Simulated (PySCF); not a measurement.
bromotrifluoromethane (CBrF3), SMILES FC(F)(F)Br. Coordinates come from a B3LYP-D3(BJ)/def2-SVP optimisation.

Computed equilibrium geometry at B3LYP-D3(BJ)/def2-SVP (PySCF confirms it by a frequency run) as bond lengths and angles, and its point group:
point group C3v.
Atoms: F1 C2 F3 F4 Br5. Bonded distances (Å): F1–C2 1.325, C2–F3 1.325, C2–F4 1.325, C2–Br5 1.949. Angles (°): F1–C2–F3 108.9, F1–C2–F4 108.9, F1–C2–Br5 110.0, F3–C2–F4 108.9, F3–C2–Br5 110.0, F4–C2–Br5 110.0.
